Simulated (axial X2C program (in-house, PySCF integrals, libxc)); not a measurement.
**ClWCl: properties at the nuclei**

Calculated with an axial X2C code built on PySCF integrals: two-component X2C with atomic mean-field Coulomb and Gaunt terms, Gaussian nuclei, basis Cl dyall-av3z, W dyall-v3z with contracted cores.

Cl–W–Cl held linear, with bonds 2.275 and 2.275 Å (near the PBE0 minimum at charge 0 of the determinant lowest at the starting distance; the state shown can have its own minimum elsewhere, held linear; other orders of the atoms were not compared).

Determinant lowest in the PBE0 search, Ω = 1 (⟨Sz⟩ = 1.95, ⟨Lz⟩ = -0.95 at PBE0), spin on the atoms Cl -0.01, W 1.97, Cl -0.01:

```csv
level,A∥/gI Cl (MHz),qzz Cl (a.u.),A∥/gI W (MHz),qzz W (a.u.)
PBE0,-96.3,0.48,3580,-6.90
HF,-95.3,0.48,2800,-9.08
TPSSh,-93.7,0.42,3530,-6.52
```

Determinant 0.26 eV from it at PBE0 and this distance, Ω = 3 (⟨Sz⟩ = 1.96, ⟨Lz⟩ = 1.04 at PBE0), spin on the atoms Cl -0.01, W 1.98, Cl -0.01:

| level | A∥/gI Cl (MHz) | qzz Cl (a.u.) | A∥/gI W (MHz) | qzz W (a.u.) |
| --- | --- | --- | --- | --- |
| PBE0 | 31.2 | 0.47 | 1650 | -6.37 |
| HF | 17.2 | 0.48 | 1330 | -8.28 |
| TPSSh | 32.9 | 0.41 | 1670 | -6.06 |

A∥ (defined per Ω) follows by multiplying with gI = μI/(I μN); qzz is the electric field gradient, eQq0 = 234.96 MHz × Q/barn × qzz. The operators were transformed with the bare-nucleus X2C matrices; with these basis sets, hyperfine constants and field gradients can be off by tens of per cent, and where levels differ in sign neither size nor sign is settled.

Q: With gI(35Cl) = 0.5479, Q(35Cl) = -0.08112 barn, gI(183W) = 0.2356 (g factors from the IAEA table of nuclear moments by Stone; Q from Pyykkö, Mol. Phys. 2018), turn the PBE0 values of the first state into constants in MHz.

A: A∥(35Cl) = -96.3 × 0.5479 = -52.8 MHz; eQq0(35Cl) = 234.96 × (-0.08112) × (0.48) = -9.15 MHz; A∥(183W) = 3580 × 0.2356 = 843 MHz.

The molecule was held linear; bending was not examined, so a bent shape may lie lower.

Each state is one determinant with collinear spin, which with several unpaired electrons need not be a pure state. Unrestricted Hartree–Fock can overshoot spin polarisation at the nuclei. With several open shells hyperfine constants can be off by a factor of several. Open-shell Ω = 0 determinants with evenly filled partner blocks cannot be reached by this program, so the Ω shown need not be the lowest component. The search compared states at one distance, so a state with another bond length can lie lower. PBE0 term energies can be off by some tenths of an eV.
